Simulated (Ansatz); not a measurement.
`C[NH][InH2]` + `C[NH][GeH3]` → `C[N]([GeH3])[InH2]` + CH₃NH₂ at 600 K and 1 bar (ligand exchange at the In–N bond).

Isolated molecules relaxed with PBE0-D4/def2-TZVP in Ansatz; ΔE leaves out vibrations. CBS: MP2 limit from def2 TZ/QZ plus the TZ coupled-cluster correction, frozen cores. def2 core potentials past Kr. For Ge, In outer-core shells are correlated without core-valence functions, which leaves a few kJ/mol of doubt a bond. Scalar relativity is left out up to krypton.

```json
{"species": "`C[NH][InH2]`", "CCSD(T)/CBS energy (Eh)": "-286.14916", "H − E (kJ/mol)": "222.1", "S (J/(mol·K))": "392.4"}
{"species": "`C[NH][GeH3]`", "CCSD(T)/CBS energy (Eh)": "-2173.06430", "H − E (kJ/mol)": "253.9", "S (J/(mol·K))": "386.3"}
{"species": "`C[N]([GeH3])[InH2]`", "CCSD(T)/CBS energy (Eh)": "-2363.46641", "H − E (kJ/mol)": "277.7", "S (J/(mol·K))": "488.4"}
{"species": "CH₃NH₂", "CCSD(T)/CBS energy (Eh)": "-95.75281", "H − E (kJ/mol)": "199.3", "S (J/(mol·K))": "283.8"}
```

H − E and S are ideal-gas, rigid-rotor, harmonic terms from PBE0-D4/def2-TZVP, for one conformer and one mirror image of each species. 1 Eh = 2625.50 kJ/mol, R = 8.31446 J/(mol·K).

Task: By hand: ΔE, ΔH, ΔS and ΔG.

Result: ΔE = (-2363.46641) + (-95.75281) − (-286.14916) − (-2173.06430) = -0.00576 Eh = -15.1 kJ/mol. Δ(H − E) = 277.7 + 199.3 − 222.1 − 253.9 = 1.0, so ΔH = -14.1 kJ/mol. ΔS = 488.4 + 283.8 − 392.4 − 386.3 = -6.5 J/(mol·K). ΔG = -14.1 − 600 × (-6.5)/1000 = -10.2 kJ/mol.

Task: By hand: the equilibrium constant, and the temperature at which ΔG would vanish if ΔH and ΔS stayed fixed.

Result: log₁₀ K = −ΔG/(RT ln 10) = 0.9. ΔG = 0 at ΔH/ΔS = 2169 K, though so small a ΔS makes that figure unsure.

The number of gas molecules stays the same, so ΔS is small and ΔH decides. A doubt of 5 kJ/mol in ΔE shifts log₁₀ K by 0.4 here. Other conformers and mirror images would add mixing entropy, several J/(mol·K) or more a flexible species. These are equilibria of isolated gas molecules and say nothing of rates. Largest T1 diagnostic: 0.016 (customary marks: 0.02 for closed shells, 0.045 for open ones).
